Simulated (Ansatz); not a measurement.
The first iterations of a band of BClFH + FH (6 atoms, charge 0, multiplicity 1).

Level of theory: RKS PBE0-D4/def2-SVP in Ansatz.

```json
{"movable images": "5", "climbing image": "yes", "spring": "5.0 eV/Å²", "optimiser": "quadratic models (default)", "start path": "through a guess of the saddle point", "force threshold": "0.03 eV/Å", "iteration limit": "60", "end points": "relaxed"}
```

Initial state:

```xyz
6
Properties=species:S:1:pos:R:3
B 0.000 0.199 0.113
Cl -0.022 0.578 1.853
H 1.039 0.214 -0.485
F -1.154 0.144 -0.506
F 0.103 -2.030 0.568
H 0.042 -1.834 1.474
```

Final state:

```xyz
6
Properties=species:S:1:pos:R:3
B 0.025 -0.353 -0.468
Cl 0.017 0.037 2.584
H 1.031 0.280 -0.633
F -1.157 0.162 -0.708
F 0.075 -1.625 -0.111
H 0.017 -1.229 2.351
```

| iteration | highest image above the first end (eV) | largest band force component (eV/Å) |
| --- | --- | --- |
| 1 | 1.654 | 4.895 |
| 2 | 0.501 | 2.213 |
| 3 | 0.389 | 2.550 |
| 4 | 0.413 | 1.678 |
| 5 | 0.335 | 0.909 |
| 6 | 0.313 | 0.974 |
| 7 | 0.301 | 0.394 |
| 8 | 0.340 | 0.375 |
| 9 | 0.363 | 0.165 |

Q: Does the band converge within its limit, and where does its top end?

A: It converged. It ended after 27 iterations with the highest image 0.362 eV above the first end. A vibrational analysis at the climbing image gives one clearly imaginary mode, 826i cm⁻¹: a first-order saddle point. The orbitals stay closed-shell, which can raise the energy where a bond breaks towards radicals; this wasn't checked here.

The run took 2.3 min on 2 threads of Arm Neoverse V2, with other jobs on the host, peak memory 0.12 GiB.
